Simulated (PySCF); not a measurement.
**SbF₄, doublet: molecular constants**

Computed with UPBE0/[Sb def2-SVP with ECP28, F def2-SVP], scalar-relativistic core potentials, density fitting, no spin–orbit coupling, PySCF.

The structure is a saddle point with 1 imaginary mode.

Z-matrix (Å, degrees; charge 0 multiplicity 2):
```
Sb
F  1 1.9240
F  1 1.9240 2 85.71
F  1 1.9240 2 148.25 3 74.70
F  1 1.9240 2 85.71 3 149.40
```

```json
{
 "Point group": "C4v",
 "Bond lengths": "Sb–F 1.924 Å (×4)",
 "Bond angles": "F–Sb–F 85.7° (×4), F–Sb–F 148.2° (×2)",
 "Principal polarisabilities": "22.5, 35.5, 35.5 bohr³",
 "Highest occupied level (α)": "-9.52 eV",
 "Rotational constants": "0.1178, 0.1178, 0.06477 cm⁻¹",
 "Zero-point energy (real modes)": "21.1 kJ/mol",
 "Lowest empty level (β)": "-6.32 eV",
 "Dipole moment": "2.48 D",
 "Principal quadrupole moments (Buckingham, traceless) about the centre of mass": "-5.50, -5.50, 10.99 D Å",
 "Spin squared ⟨S²⟩": "0.754",
 "Atomisation energy without zero-point energy": "1335 kJ/mol"
}
```

Harmonic modes (masses in u: Sb 120.904, F 18.998):
| symmetry | ω (cm⁻¹) | IR (km/mol, summed over degenerate members) | μ (u) | type |
| --- | --- | --- | --- | --- |
| b1 | 107i | – | 19.00 | bend |
| a1 | 230 | 41.5 | 26.42 | bend |
| e | 239 | 40.0 | 21.27 | bend |
| b2 | 281 | 0.0 | 19.00 | bend |
| b1 | 596 | 0.0 | 19.00 | stretch |
| a1 | 621 | 13.4 | 19.88 | stretch |
| e | 660 | 177 | 23.43 | stretch |

In C4v the vibrations span 2b1 + 2a1 + 2e + b2. The b1, b2 modes carry no infrared intensity, as symmetry demands.

Charges (e):
| atom | Mulliken | Löwdin | polar tensor | spin (Mulliken) | Mayer order to Sb1 |
| --- | --- | --- | --- | --- | --- |
| Sb1 | 1.50 | 1.15 | 2.01 | 0.54 | – |
| F2,3,4,5 | -0.38 | -0.29 | -0.50 | 0.12 | 0.89 |

Mulliken populations on Sb1 (electrons outside its core potential): s 3.46, p 7.56, d 10.47.

Outer orbital energies (eV). α occupied: -12.46, -12.27, -12.27, -11.78, -11.78, -11.77, -11.27, -9.52; empty: -2.31, 0.14, 0.14, 4.23. β occupied: -12.68, -11.95, -11.95, -11.69, -11.65, -11.65, -11.57, -11.16; empty: -6.32, -2.02, 0.85, 0.85.

Only a few start shapes were tried, so a lower isomer may exist. At this level a doublet minimum of C2v symmetry lies 51 kJ/mol below this structure. With an element this heavy the missing spin–orbit coupling can shift these numbers.

The final relaxation and frequency run took 44 s on 2 threads of a shared Arm Neoverse V2 host, with 82 basis functions and 9 gradients; the process peaked at 1.1 GiB. Launch command: `OMP_NUM_THREADS=2 python axn.py task.json out`.
